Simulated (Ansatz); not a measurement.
`Cl[SiH][NH][GeH2][Cl]` radical. Total charge 0; spin multiplicity 2. All single points use the PBE0-D4/def2-TZVP geometry. It is one conformer, not always the lowest.

```xyz
9

Cl   -0.911    1.184    2.202
Si   -1.682   -0.059    0.749
N    -0.352   -0.643   -0.176
Ge    1.198    0.222   -0.628
Cl    0.760    1.866   -1.960
H    -2.341   -1.222    1.422
H    -0.581   -1.401   -0.808
H     2.060   -0.769   -1.414
H     1.849    0.821    0.614
```

(1) What is the dipole moment at PBE/def2-TZVPP? (Estimate.)

(2) And with r2SCAN, B3LYP, ωB97M-V? (An estimate is asked.)

(3) Give the Mulliken charges with PBE, r2SCAN, B3LYP in def2-TZVPP. (Best estimate.)

Answers

(1) Computed: 2.62 D, with components (0.51, -2.54, -0.39) D in this frame, pointing from negative to positive charge.

(2) The calculation gave: r2SCAN 2.68 D, B3LYP 2.67 D, ωB97M-V 2.64 D.

(3) Computed: 
```json
{"atom": "Cl1", "PBE": "-0.21", "r2SCAN": "-0.25", "B3LYP": "-0.25"}
{"atom": "Si2", "PBE": "0.30", "r2SCAN": "0.42", "B3LYP": "0.37"}
{"atom": "N3", "PBE": "-0.30", "r2SCAN": "-0.41", "B3LYP": "-0.34"}
{"atom": "Ge4", "PBE": "0.36", "r2SCAN": "0.43", "B3LYP": "0.40"}
{"atom": "Cl5", "PBE": "-0.29", "r2SCAN": "-0.32", "B3LYP": "-0.31"}
{"atom": "H6", "PBE": "-0.04", "r2SCAN": "-0.06", "B3LYP": "-0.05"}
{"atom": "H7", "PBE": "0.14", "r2SCAN": "0.15", "B3LYP": "0.13"}
{"atom": "H8", "PBE": "0.01", "r2SCAN": "0.01", "B3LYP": "0.02"}
{"atom": "H9", "PBE": "0.04", "r2SCAN": "0.04", "B3LYP": "0.04"}
```

B3LYP here is the variant with VWN-RPA as its local correlation; programs differ in this.
